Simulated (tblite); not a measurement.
Species: C₅H₁₂N₂Si₂.
Atom-mapped SMILES: `[CH2:1]=[CH:2][CH2:3][Si@@H:4]([CH2:5][C:6]#[N:7])[SiH2:8][NH2:9]` (hydrogens: H10, H11 on C1; H12 on C2; H13, H14 on C3; H15 on Si4; H16, H17 on C5; H18, H19 on Si8; H20, H21 on N9)

Computed with GFN2-xTB (tblite), gas phase: L-BFGS steps from a force-field or distance-geometry start until the largest atomic force falls under 0.01 eV/Å.

Step 18: E = -708.9310 eV
```
atom  x, y, z in Å  |  force x, y, z in eV/Å
C1      3.0133    1.2523   -1.2080   -0.016  -0.019   0.007
C2      2.5214    0.0445   -0.9897    0.015   0.050   0.020
C3      1.1253   -0.3633   -1.3079    0.057   0.016  -0.008
Si4     0.0184   -0.7666    0.2066   -0.006   0.072   0.023
C5      0.0083    0.7612    1.4021    0.011  -0.004   0.012
C6     -0.5980    1.8814    0.7675   -0.024   0.000  -0.091
N7     -1.1085    2.7393    0.2044    0.020  -0.018   0.052
Si8    -2.1071   -1.2384   -0.5890   -0.049  -0.063  -0.066
N9     -3.2528   -1.1158    0.6983    0.092  -0.017  -0.014
H10     4.0347    1.5096   -0.9751   -0.080  -0.012   0.015
H11     2.4084    2.0328   -1.6429    0.032  -0.006   0.031
H12     3.1514   -0.7235   -0.5572   -0.054  -0.009   0.008
H13     1.1587   -1.2598   -1.9310   -0.025   0.001  -0.010
H14     0.6455    0.4235   -1.8925    0.002   0.005  -0.020
H15     0.7414   -1.7678    1.0160   -0.006  -0.050   0.016
H16    -0.5667    0.5129    2.2954    0.005   0.004   0.010
H17     1.0192    1.0271    1.7123    0.020   0.014  -0.040
H18    -2.2184   -2.6365   -1.0211   -0.012  -0.009   0.025
H19    -2.4323   -0.4138   -1.7699   -0.013  -0.011   0.032
H20    -3.4837   -0.2034    1.0573    0.025   0.016   0.023
H21    -4.0873   -1.6789    0.6585    0.006   0.040  -0.025
```

Step 19: E = -708.9326 eV
```
atom  x, y, z in Å  |  force x, y, z in eV/Å
C1      3.0121    1.2524   -1.2065   -0.015  -0.004   0.018
C2      2.5200    0.0454   -0.9869   -0.001   0.007  -0.008
C3      1.1248   -0.3625   -1.3094    0.034   0.020   0.008
Si4     0.0179   -0.7635    0.2059   -0.032   0.052   0.005
C5      0.0083    0.7626    1.4034    0.015  -0.013  -0.016
C6     -0.5981    1.8826    0.7680   -0.001  -0.047  -0.058
N7     -1.1089    2.7384    0.2028   -0.003   0.024   0.029
Si8    -2.1067   -1.2402   -0.5905   -0.035  -0.050  -0.077
N9     -3.2470   -1.1158    0.7017    0.069  -0.016  -0.027
H10     4.0328    1.5088   -0.9713   -0.066  -0.001   0.016
H11     2.4074    2.0337   -1.6409    0.037  -0.013   0.028
H12     3.1485   -0.7243   -0.5541   -0.057   0.008   0.004
H13     1.1558   -1.2613   -1.9305   -0.013   0.032  -0.004
H14     0.6448    0.4257   -1.8933    0.017  -0.018  -0.018
H15     0.7385   -1.7662    1.0144    0.002  -0.055   0.022
H16    -0.5665    0.5122    2.2968    0.038   0.023   0.002
H17     1.0232    1.0251    1.7044   -0.009   0.020  -0.009
H18    -2.2238   -2.6392   -1.0211   -0.004   0.006   0.030
H19    -2.4319   -0.4171   -1.7741   -0.012  -0.023   0.050
H20    -3.4771   -0.2027    1.0612    0.027  -0.012   0.012
H21    -4.0832   -1.6769    0.6542    0.008   0.061  -0.005
```

Step 20: E = -708.9339 eV
```
atom  x, y, z in Å  |  force x, y, z in eV/Å
C1      3.0109    1.2524   -1.2050   -0.012   0.009   0.026
C2      2.5187    0.0461   -0.9847   -0.018  -0.032  -0.028
C3      1.1248   -0.3614   -1.3105   -0.008   0.015   0.019
Si4     0.0170   -0.7601    0.2054   -0.039   0.002  -0.012
C5      0.0085    0.7637    1.4041    0.015  -0.016  -0.039
C6     -0.5983    1.8829    0.7672    0.018  -0.075  -0.022
N7     -1.1092    2.7382    0.2020   -0.020   0.052   0.008
Si8    -2.1067   -1.2427   -0.5928   -0.001  -0.024  -0.060
N9     -3.2408   -1.1163    0.7044    0.030  -0.005  -0.025
H10     4.0301    1.5080   -0.9678   -0.029   0.012   0.024
H11     2.4073    2.0342   -1.6387    0.026  -0.006   0.016
H12     3.1451   -0.7249   -0.5514   -0.047   0.013   0.005
H13     1.1531   -1.2620   -1.9300    0.000   0.051   0.001
H14     0.6445    0.4271   -1.8943    0.028  -0.028  -0.018
H15     0.7359   -1.7660    1.0133   -0.003  -0.041   0.014
H16    -0.5655    0.5120    2.2980    0.060   0.038  -0.005
H17     1.0264    1.0236    1.6975   -0.027   0.028   0.015
H18    -2.2283   -2.6414   -1.0204    0.001  -0.003   0.026
H19    -2.4320   -0.4202   -1.7761   -0.017  -0.021   0.042
H20    -3.4710   -0.2024    1.0641    0.037  -0.040   0.000
H21    -4.0793   -1.6740    0.6500    0.009   0.070   0.011
```

Step 21: E = -708.9350 eV
```
atom  x, y, z in Å  |  force x, y, z in eV/Å
C1      3.0094    1.2523   -1.2031   -0.009   0.015   0.030
C2      2.5173    0.0465   -0.9834   -0.030  -0.050  -0.032
C3      1.1247   -0.3603   -1.3110   -0.048   0.007   0.022
Si4     0.0155   -0.7572    0.2047   -0.030  -0.056  -0.020
C5      0.0089    0.7643    1.4039    0.012  -0.013  -0.052
C6     -0.5985    1.8824    0.7657    0.023  -0.074   0.002
N7     -1.1095    2.7384    0.2018   -0.027   0.059  -0.004
Si8    -2.1068   -1.2453   -0.5960    0.033   0.001  -0.023
N9     -3.2347   -1.1167    0.7060   -0.004   0.001  -0.021
H10     4.0271    1.5077   -0.9642    0.011   0.021   0.034
H11     2.4076    2.0346   -1.6365    0.007   0.007   0.003
H12     3.1412   -0.7251   -0.5488   -0.029   0.007   0.010
H13     1.1507   -1.2615   -1.9297    0.009   0.051   0.002
H14     0.6448    0.4278   -1.8956    0.028  -0.024  -0.019
H15     0.7335   -1.7665    1.0126   -0.016  -0.020  -0.001
H16    -0.5634    0.5126    2.2990    0.068   0.046  -0.007
H17     1.0287    1.0229    1.6918   -0.032   0.035   0.030
H18    -2.2324   -2.6435   -1.0194    0.004  -0.023   0.016
H19    -2.4324   -0.4234   -1.7775   -0.026  -0.009   0.017
H20    -3.4648   -0.2029    1.0670    0.051  -0.048  -0.008
H21    -4.0759   -1.6701    0.6467    0.004   0.065   0.022
```

Task: Estimate the geometry and energy of step 22. (The exact step hangs on the optimiser's Hessian estimate; all steps are aligned on step 21, rigid shifts and turns removed.)

Result: E = -708.9365 eV, largest force 0.110 eV/Å
```
atom  x, y, z in Å  |  force x, y, z in eV/Å
C1      3.0075    1.2522   -1.2000   -0.004   0.015   0.030
C2      2.5152    0.0464   -0.9825   -0.033  -0.044  -0.022
C3      1.1236   -0.3589   -1.3112   -0.074  -0.003   0.016
Si4     0.0128   -0.7551    0.2035   -0.008  -0.108  -0.020
C5      0.0100    0.7645    1.4029    0.009  -0.009  -0.057
C6     -0.5985    1.8810    0.7634    0.015  -0.044   0.013
N7     -1.1099    2.7385    0.2021   -0.024   0.047  -0.006
Si8    -2.1070   -1.2483   -0.6008    0.060   0.019   0.022
N9     -3.2277   -1.1172    0.7066   -0.034   0.008  -0.013
H10     4.0237    1.5077   -0.9591    0.045   0.024   0.043
H11     2.4081    2.0352   -1.6337   -0.015   0.019  -0.010
H12     3.1358   -0.7255   -0.5456   -0.007  -0.005   0.015
H13     1.1482   -1.2600   -1.9294    0.015   0.035  -0.003
H14     0.6459    0.4284   -1.8976    0.016  -0.008  -0.021
H15     0.7309   -1.7669    1.0121   -0.030   0.002  -0.019
H16    -0.5595    0.5146    2.3001    0.068   0.046  -0.008
H17     1.0310    1.0232    1.6859   -0.028   0.036   0.036
H18    -2.2375   -2.6464   -1.0181    0.007  -0.042   0.005
H19    -2.4329   -0.4277   -1.7804   -0.036   0.007  -0.014
H20    -3.4564   -0.2044    1.0715    0.069  -0.041  -0.013
H21    -4.0724   -1.6644    0.6445   -0.009   0.045   0.025
```

The energy changes by -0.0014 eV. The first-order estimate −F·Δx gives -0.0019 eV and the mean of the old and new forces, exact on a quadratic surface, -0.0014 eV. The step makes an angle of 69° with the force vector and moves no atom by more than 0.010 Å.

The cost below is that of the whole relaxation. On an Arm Neoverse N1 with one thread, shared host with 64 logical CPUs at a one-minute load of 49, this took 3.5 s of wall time.
